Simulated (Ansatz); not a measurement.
Consider the formal loss of a carbene: `C=[CH][In]([CH3])[Cl]` → `C=[CH][InH][Cl]` + `[CH2]` (triplet).

Computed with Ansatz on PBE0-D4/def2-TZVP structures; ΔE is electronic, products minus reactants. CCSD(T)/CBS adds triple-zeta CCSD(T) − MP2 to the extrapolated MP2 energy (def2 sets, frozen cores). This one scheme is used for every species. Functionals use def2-TZVPP. B3LYP here is the variant with VWN-RPA as its local correlation; programs differ in this. HSE06 is defined as in plane-wave codes. Triplets are unrestricted, without spin–orbit coupling. Elements past krypton have def2 core potentials. For In outer-core shells are correlated without core-valence functions, which leaves a few kJ/mol of doubt a bond. One conformer a species, not always the lowest.

Problem. Is it downhill or uphill in electronic energy at CCSD(T)/CBS, and by how much? (Best estimate.)

Solution. The calculation gave: Uphill: ΔE = +469.3 kJ/mol.

Problem. What do these levels give: revPBE-D4, BLYP-D4, B97M-V, HSE06-D4, BHLYP-D4, revPBE, B3LYP, r2SCAN0, CAM-B3LYP, CCSD(T)/def2-TZVPP, HF/def2-QZVPP, CCSD/CBS(def2)? (Best estimate.)

Solution. Ansatz gave: revPBE-D4 454.4, BLYP-D4 457.3, B97M-V 455.0, HSE06-D4 460.6, BHLYP-D4 443.1, revPBE 441.9, B3LYP 448.1, r2SCAN0 434.6, CAM-B3LYP 453.4, CCSD(T)/def2-TZVPP 456.7, HF/def2-QZVPP 309.9, CCSD/CBS(def2) 456.7 kJ/mol.

Largest T1 diagnostic among the species: 0.013.

At CCSD(T), def2-SVP lies −31.0 kJ/mol from the extrapolated value and def2-TZVPP −12.6 kJ/mol. Leaving LDA and LC-ωPBE aside and taking each functional with its dispersion term where it has one, the values, not all of them listed here, spread over 35.4 kJ/mol, from r2SCAN0-D4 to ωB97X-V. LDA lies +65.1 kJ/mol from PBE without D4.
